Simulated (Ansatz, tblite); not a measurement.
Cost and result up the ladder for the cluster NbB7 (8 atoms). The state is a singlet with charge 0. Geometry: PBE-D4/def2-SVP.

| atom | x (Å) | y (Å) | z (Å) |
| --- | --- | --- | --- |
| Nb1 | 0.115 | -1.126 | 0.844 |
| B2 | 0.809 | -0.140 | -1.042 |
| B3 | -1.230 | 0.629 | -0.275 |
| B4 | 0.165 | -1.615 | -1.245 |
| B5 | -0.580 | 1.253 | 1.022 |
| B6 | -0.972 | -0.536 | -1.310 |
| B7 | 1.018 | 0.822 | 0.211 |
| B8 | 0.675 | 0.713 | 1.794 |

Ansatz on 2 threads of AMD EPYC 7R13 on a shared host; xTB runs through tblite on one thread. Times are rough, summed over both states, and most runs start from the orbitals of an earlier one. PBE0-D4/def2-TZVP serves as the yardstick here, not as an exact answer. The other state is a doublet.

In the def2 sets Nb takes a core potential; there is no spin–orbit coupling. The xTB rows come from tblite. The structure comes from a short search, and lower isomers may exist.

Run but left out: HF/def2-SVP, MP2/def2-SVP, CCSD/def2-SVP, CCSD(T)/def2-SVP (singlet: restricted singlet, unstable towards broken spin symmetry).

Raw xTB energies of ions are shifted by several eV.

| level | functions | wall time | vertical IE (eV) | difference from PBE0-D4/def2-TZVP (eV) |
| --- | --- | --- | --- | --- |
| GFN1-xTB | 37 | 0.01 s | 12.09 | 4.32 |
| GFN2-xTB | 37 | 0.039 s | 10.24 | 2.47 |
| PBE-D4/def2-TZVP (with forces) | 257 | 16 s | 7.82 | 0.04 |
| PBE0-D4/def2-TZVP | 257 | 44 s | 7.77 | 0.00 |
| r2SCAN-D4/def2-TZVP | 257 | 56 s | 7.75 | -0.02 |
